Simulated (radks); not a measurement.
Values are calculated unless marked as measured or tabulated.
Task: The mean radii <r> (bohr) of the occupied orbitals of an atom or ion are listed with their occupations. Level of theory: Dirac Kohn-Sham, PBE, spin-unpolarised, spherical densities, point nucleus (a radial shooting solver on a logarithmic mesh with Libxc functionals).

| orbital | occ. | <r> |
|---|---|---|
| 1s1/2 | 2 | 0.01714 |
| 2s1/2 | 2 | 0.07168 |
| 2p1/2 | 2 | 0.05906 |
| 2p3/2 | 4 | 0.06749 |
| 3s1/2 | 2 | 0.1865 |
| 3p1/2 | 2 | 0.1768 |
| 3p3/2 | 4 | 0.1923 |
| 3d3/2 | 4 | 0.1676 |
| 3d5/2 | 6 | 0.1723 |
| 4s1/2 | 2 | 0.4149 |
| 4p1/2 | 2 | 0.4179 |
| 4p3/2 | 4 | 0.4518 |
| 4d3/2 | 4 | 0.4617 |
| 4d5/2 | 6 | 0.4729 |
| 5s1/2 | 2 | 0.9520 |
| 4f5/2 | 6 | 0.5124 |
| 4f7/2 | 8 | 0.5197 |
| 5p1/2 | 2 | 1.032 |
| 5p3/2 | 4 | 1.130 |
| 5d3/2 | 3.2 | 1.575 |
| 5d5/2 | 4.8 | 1.645 |
| 6s1/2 | 1 | 2.753 |
| 6p1/2 | 0.333333 | 3.839 |
| 6p3/2 | 0.666667 | 4.450 |

Name the element and its charge. Open shells, if any, are shared by 2j + 1.

Result: Z = 78, platinum, charge 0: Pt in [Xe] 4f14 5d8 6s1 6p1. The 1s radius gives Z: for a bare nucleus <r> = (2 gamma + 1)/(2Z) with gamma = sqrt(1 - (Z/c)^2), 0.01695 bohr for Z = 78, and screening makes it slightly larger (0.01714 here). The occupations add up to 78, and the charge is Z minus that.
